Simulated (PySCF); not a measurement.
# Computed properties of 1,3-oxasiletane-2,4-dione (C2H2O3Si), SMILES C1([SiH2]C(=O)O1)=O

1,3-oxasiletane-2,4-dione (C₂H₂O₃Si), SMILES C1(=O)OC(=O)[SiH2]1. Geometry optimised at TPSSh-D3(BJ)/def2-SVP. One conformer was computed; it need not be the lowest. All values are computed for the isolated molecule unless a solvent is named; none is compared with measurement here.

**Structure.** The optimised structure has C2v symmetry. All 18 harmonic modes at TPSSh-D3(BJ)/def2-SVP (PySCF) are real, so it is a minimum. With heavy atoms numbered as in [O:1]=[C:2]1[O:3][C:4](=[O:5])[SiH2:6]1, the shortest bond between them is O1–C2 at 1.189 Å and the longest C4–Si6 at 1.938 Å.

**Vibrations.** The strongest infrared lines (harmonic, unscaled, degenerate partners summed) lie at 1873 cm⁻¹ (584 km/mol, C 59 %, O 41 %), 839 cm⁻¹ (398 km/mol, C 35 %, H 29 %, O 27 %, Si 9 %), 1117 cm⁻¹ (140 km/mol, C 58 %, O 41 %). The softest mode is at 130 cm⁻¹ and the zero-point energy is 24.1 kcal/mol.

**Electronic structure.** M06-2X/def2-TZVP (PySCF) places the frontier levels at -9.47 and -0.90 eV, a gap of 8.57 eV, and gives a dipole moment of 4.25 D and a mean polarisability of 54.2 bohr³. PBE/def2-TZVP (PySCF) at the same geometry gives -6.56 and -2.89 eV, so its gap is 4.90 eV narrower. An orbital gap is neither the optical nor the fundamental gap.

**Excitations.** TDA-M06-2X/def2-SVPD (PySCF) has S1 at 4.43 eV (280 nm, f = 0.000, dark); the most intense of the 10 singlets computed lies at 6.46 eV (f = 0.09). T1 (TDA) is at 3.95 eV, 0.48 eV under S1. TDA-PBE/def2-SVPD (PySCF) puts S1 at 3.85 eV. No vertical singlet excitation falls in the visible range (under 3.1 eV).

**NMR.** GIAO shifts at HF/pcSseg-1 (PySCF) (non-relativistic, atoms alike by connectivity averaged): ¹³C at 185.1 ppm against TMS; ¹H at 5.3 ppm against TMS; ²⁹Si at -20.1 ppm against TMS.

**Solvation.** SMD-ωB97X/def2-SVP (PySCF) gives -4.6 kcal/mol in water, -3.8 kcal/mol in benzene, -6.2 kcal/mol in ethylethanoate (1 M in both phases, gas-phase geometry); of these solvents ethylethanoate holds the molecule best.
